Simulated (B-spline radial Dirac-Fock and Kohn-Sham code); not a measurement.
## Two-hole binding energies of Ta⁵⁺

System: the Ta⁵⁺ ion in the configuration 1s2 2s2 2p6 3s2 3p6 3d10 4s2 4p6 4d10 4f14 5s2 5p6, inside a Watson sphere of charge -5 and radius 2.7 Å (a model of the Madelung potential; inside it an electron's potential energy is raised by 26.7 eV).

Method: Dirac-Fock ΔSCF + Breit + QED. Computed with an atomic code on a B-spline grid. U is the two-hole binding energy less the two single-hole energies, the effective repulsion of the holes after relaxation. Each two-hole energy is an average over J within one jj subconfiguration.

```csv
holes,E(a) (eV),E(b) (eV),E(ab) (eV),U (eV)
1s⁻¹ 3p3/2⁻¹,67452.6,2239.9,69796.9,104.3
1s⁻¹ 3d5/2⁻¹,67452.6,1776.9,69325.7,96.2
2p1/2⁻²,11179.0,11179.0,22639.4,281.4
2p1/2⁻¹ 2p3/2⁻¹,11179.0,9923.1,21341.7,239.6
2p1/2⁻¹ 3s⁻¹,11179.0,2756.6,14024.2,88.7
2s⁻¹ 3d5/2⁻¹,11730.4,1776.9,13600.9,93.6
2p1/2⁻¹ 3d3/2⁻¹,11179.0,1835.3,13109.8,95.5
2p3/2⁻¹ 3s⁻¹,9923.1,2756.6,12766.5,86.8
2p3/2⁻¹ 3d5/2⁻¹,9923.1,1776.9,11792.8,92.7
3p1/2⁻¹ 3p3/2⁻¹,2513.8,2239.9,4815.2,61.4
3d3/2⁻²,1835.3,1835.3,3743.2,72.6
3d3/2⁻¹ 3d5/2⁻¹,1835.3,1776.9,3685.2,72.9
5p1/2⁻²,82.34,82.34,?,?
5p1/2⁻¹ 5p3/2⁻¹,82.34,72.80,172.5,17.3
```

Question: Give the missing two-hole energy and U.

Answer: E(ab) = 183.6 eV and U = 18.9 eV.
